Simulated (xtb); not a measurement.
xtb input (GFN2-xTB):

```bash
xtb mol.xyz --gfn 2 --sp --chrg 0 --uhf 0
```
mol.xyz:
```
18

C      2.04632686    -0.82876351     0.25042362
C      0.59270275    -0.41626499     0.42593406
C     -0.35719699    -0.94516714    -0.65551829
C     -1.63151913    -0.09305057    -0.51112430
C     -1.17398048     1.23708745     0.15213675
C      0.34482092     1.09571119     0.36214686
H      2.43097545    -0.48099712    -0.71234796
H      2.67861523    -0.40570976     1.03421441
H      2.15955035    -1.91471439     0.28176316
H      0.23707555    -0.77900898     1.39872263
H      0.10116936    -0.78000033    -1.63615705
H     -0.54888258    -2.01589489    -0.56657334
H     -2.11938763     0.07271429    -1.47203932
H     -2.35781552    -0.60169716     0.12513003
H     -1.41967239     2.10689842    -0.45771217
H     -1.67822533     1.37398024     1.11028333
H      0.88680696     1.50397382    -0.49727441
H      0.70286697     1.62314125     1.24799846
```

Output:

```
           -------------------------------------------------
          |                Calculation Setup                |
           -------------------------------------------------

           -------------------------------------------------
          |                 G F N 2 - x T B                 |
           -------------------------------------------------

        Reference                      10.1021/acs.jctc.8b01176
      * Hamiltonian:
        H0-scaling (s, p, d)           1.850000    2.230000    2.230000
        zeta-weighting                 0.500000
      * Dispersion:
        s8                             2.700000
        a1                             0.520000
        a2                             5.000000
        s9                             5.000000
      * Repulsion:
        kExp                           1.500000    1.000000
        rExp                           1.000000
      * Coulomb:
        alpha                          2.000000
        third order                    shell-resolved
        anisotropic                    true
        a3                             3.000000
        a5                             4.000000
        cn-shift                       1.200000
        cn-exp                         4.000000
        max-rad                        5.000000

          ...................................................
          :                      SETUP                      :
          :.................................................:
          :  # basis functions                  36          :
          :  # atomic orbitals                  36          :
          :  # shells                           24          :
          :  # electrons                        36          :
          :  max. iterations                   250          :
          :  Hamiltonian                  GFN2-xTB          :
          :  restarted?                      false          :
          :  GBSA solvation                  false          :
          :  PC potential                    false          :
          :  electronic temp.          300.0000000     K    :
          :  accuracy                    1.0000000          :
          :  -> integral cutoff          0.2500000E+02      :
          :  -> integral neglect         0.1000000E-07      :
          :  -> SCF convergence          0.1000000E-05 Eh   :
          :  -> wf. convergence          0.1000000E-03 e    :
          :  Broyden damping             0.4000000          :
          :  net charge                          0          :
          :  unpaired electrons                  0          :
          ...................................................

 iter      E             dE          RMSdq      gap      omega  full diag
   1    -19.2078422 -0.192078E+02  0.247E+00   13.16       0.0  T
   2    -19.2552055 -0.473633E-01  0.141E+00   12.75       1.0  T
   3    -19.2557667 -0.561193E-03  0.736E-01   12.76       1.0  T
   4    -19.2558807 -0.114011E-03  0.113E-01   12.74       1.0  T
   5    -19.2559360 -0.552439E-04  0.542E-02   12.75       1.0  T
   6    -19.2559362 -0.268368E-06  0.684E-03   12.75       3.4  T
   7    -19.2559365 -0.277550E-06  0.156E-03   12.75      15.1  T
   8    -19.2559365 -0.295012E-08  0.461E-04   12.75      51.1  T
   9    -19.2559365 -0.505704E-09  0.110E-04   12.75     215.1  T

   *** convergence criteria satisfied after 9 iterations ***

         #    Occupation            Energy/Eh            Energy/eV
      -------------------------------------------------------------
         1        2.0000           -0.6314744             -17.1833
       ...           ...                  ...                  ...
        12        2.0000           -0.4550298             -12.3820
        13        2.0000           -0.4405949             -11.9892
        14        2.0000           -0.4365749             -11.8798
        15        2.0000           -0.4329605             -11.7815
        16        2.0000           -0.4234629             -11.5230
        17        2.0000           -0.4149831             -11.2923
        18        2.0000           -0.4137652             -11.2591 (HOMO)
        19                          0.0547458               1.4897 (LUMO)
        20                          0.0575107               1.5649
        21                          0.0766077               2.0846
        22                          0.1141149               3.1052
        23                          0.1231990               3.3524
       ...                                ...                  ...
        36                          0.3418371               9.3019
      -------------------------------------------------------------
                  HL-Gap            0.4685110 Eh           12.7488 eV
             Fermi-level           -0.1795097 Eh           -4.8847 eV

 SCC (total)                   0 d,  0 h,  0 min,  0.008 sec
 SCC setup                      ...        0 min,  0.000 sec (  1.499%)
 Dispersion                     ...        0 min,  0.000 sec (  1.264%)
 classical contributions        ...        0 min,  0.000 sec (  0.411%)
 integral evaluation            ...        0 min,  0.001 sec ( 13.892%)
 iterations                     ...        0 min,  0.004 sec ( 47.701%)
 molecular gradient             ...        0 min,  0.002 sec ( 33.188%)
 printout                       ...        0 min,  0.000 sec (  1.853%)

         :::::::::::::::::::::::::::::::::::::::::::::::::::::
         ::                     SUMMARY                     ::
         :::::::::::::::::::::::::::::::::::::::::::::::::::::
         :: total energy             -18.980742052347 Eh    ::
         :: gradient norm              0.015136028126 Eh/a0 ::
         :: HOMO-LUMO gap             12.748834166844 eV    ::
         ::.................................................::
         :: SCC energy               -19.255907836382 Eh    ::
         :: -> isotropic ES            0.003013281942 Eh    ::
         :: -> anisotropic ES          0.005611695343 Eh    ::
         :: -> anisotropic XC          0.011464299830 Eh    ::
         :: -> dispersion             -0.010789868026 Eh    ::
         :: repulsion energy           0.275165784035 Eh    ::
         :: add. restraining           0.000000000000 Eh    ::
         :: total charge               0.000000000000 e     ::
         :::::::::::::::::::::::::::::::::::::::::::::::::::::

           -------------------------------------------------
          |                Property Printout                |
           -------------------------------------------------

    * Orbital Energies and Occupations

         #    Occupation            Energy/Eh            Energy/eV
      -------------------------------------------------------------
         1        2.0000           -0.6314744             -17.1833
       ...           ...                  ...                  ...
         6        2.0000           -0.5477487             -14.9050
         7        2.0000           -0.5199267             -14.1479
         8        2.0000           -0.5075984             -13.8125
         9        2.0000           -0.4911706             -13.3654
        10        2.0000           -0.4844984             -13.1839
        11        2.0000           -0.4707644             -12.8102
        12        2.0000           -0.4550298             -12.3820
        13        2.0000           -0.4405949             -11.9892
        14        2.0000           -0.4365749             -11.8798
        15        2.0000           -0.4329605             -11.7815
        16        2.0000           -0.4234629             -11.5230
        17        2.0000           -0.4149831             -11.2923
        18        2.0000           -0.4137652             -11.2591 (HOMO)
        19                          0.0547458               1.4897 (LUMO)
        20                          0.0575107               1.5649
        21                          0.0766077               2.0846
        22                          0.1141149               3.1052
        23                          0.1231990               3.3524
        24                          0.1365468               3.7156
        25                          0.1593577               4.3363
        26                          0.1608359               4.3766
        27                          0.1858552               5.0574
        28                          0.1864773               5.0743
        29                          0.1979956               5.3877
       ...                                ...                  ...
        36                          0.3418371               9.3019
      -------------------------------------------------------------
                  HL-Gap            0.4685110 Eh           12.7488 eV
             Fermi-level           -0.1795097 Eh           -4.8847 eV

     #   Z          covCN         q      C6AA      α(0)
     1   6 C        3.750    -0.102    22.513     6.767
     2   6 C        3.868    -0.014    20.773     6.481
     3   6 C        3.824    -0.060    21.629     6.618
     4   6 C        3.811    -0.057    21.593     6.614
     5   6 C        3.811    -0.057    21.593     6.614
     6   6 C        3.824    -0.060    21.629     6.618
     7   1 H        0.924     0.032     2.553     2.499
     8   1 H        0.924     0.033     2.545     2.495
     9   1 H        0.924     0.033     2.545     2.495
    10   1 H        0.924     0.028     2.615     2.529
    11   1 H        0.924     0.031     2.576     2.510
    12   1 H        0.924     0.026     2.651     2.546
    13   1 H        0.924     0.028     2.616     2.529
    14   1 H        0.924     0.027     2.625     2.534
    15   1 H        0.924     0.028     2.616     2.529
    16   1 H        0.924     0.027     2.625     2.534
    17   1 H        0.924     0.031     2.576     2.510
    18   1 H        0.924     0.026     2.651     2.546

 Mol. C6AA /au·bohr⁶  :       2225.176334
 Mol. C8AA /au·bohr⁸  :      47089.158170
 Mol. α(0) /au        :         69.967918

Wiberg/Mayer (AO) data.
largest (>0.10) Wiberg bond orders for each atom

 ---------------------------------------------------------------------------
     #   Z sym  total        # sym  WBO       # sym  WBO       # sym  WBO
 ---------------------------------------------------------------------------
     1   6 C    3.997 --     2 C    1.013     9 H    0.986     8 H    0.986
                             7 H    0.986
     2   6 C    3.995 --     1 C    1.013     6 C    0.995     3 C    0.995
                            10 H    0.970
     3   6 C    3.997 --     4 C    1.006     2 C    0.995    12 H    0.981
                            11 H    0.980
     4   6 C    3.997 --     3 C    1.006     5 C    0.999    14 H    0.984
                            13 H    0.984
     5   6 C    3.997 --     6 C    1.006     4 C    0.999    16 H    0.984
                            15 H    0.984
     6   6 C    3.997 --     5 C    1.006     2 C    0.995    18 H    0.981
                            17 H    0.980
     7   1 H    0.999 --     1 C    0.986
     8   1 H    0.999 --     1 C    0.986
     9   1 H    0.999 --     1 C    0.986
    10   1 H    0.999 --     2 C    0.970
    11   1 H    0.999 --     3 C    0.980
    12   1 H    0.999 --     3 C    0.981
    13   1 H    0.999 --     4 C    0.984
    14   1 H    0.999 --     4 C    0.984
    15   1 H    0.999 --     5 C    0.984
    16   1 H    0.999 --     5 C    0.984
    17   1 H    0.999 --     6 C    0.980
    18   1 H    0.999 --     6 C    0.981
 ---------------------------------------------------------------------------

Topologies differ in total number of bonds
Writing topology from bond orders to xtbtopo.mol

molecular dipole:
                 x           y           z       tot (Debye)
 q only:        0.026      -0.007      -0.004
Note: The following floating-point exceptions are signalling: IEEE_UNDERFLOW_FLAG IEEE_DENORMAL
normal termination of xtb
   full:        0.024      -0.007      -0.003       0.064
molecular quadrupole (traceless):
                xx          xy          yy          xz          yz          zz
 q only:        0.216      -0.123      -0.051       0.043       0.028      -0.165
  q+dip:       -0.780       0.335      -0.303      -0.477      -0.625       1.083
   full:       -0.304       0.122      -0.179      -0.234      -0.304       0.483

           -------------------------------------------------
          | TOTAL ENERGY              -18.980742052347 Eh   |
          | GRADIENT NORM               0.015136028126 Eh/α |
          | HOMO-LUMO GAP              12.748834166844 eV   |
           -------------------------------------------------

------------------------------------------------------------------------
------------------------------------------------------------------------
 total:
 SCF:
```
